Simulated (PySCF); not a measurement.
A structure optimised at B3LYP-D3(BJ)/def2-SVP, used in a PySCF frequency run:

```
O
C 1 1.3825
H 2 1.1086 1 111.89
H 2 1.1086 3 106.95 1 122.85
H 2 1.1086 3 106.95 4 114.30
Mg 1 1.7616 3 150.19 2 180.00
Cl 6 2.1978 3 163.87 2 180.00
```

Task: Write its SMILES, formula and point group.

Result: C[O][Mg][Cl], CH3ClMgO, C3v

Task: What are its rotational constants (standard atomic weights)?

Result: 157.93, 1.3318, 1.3318 GHz
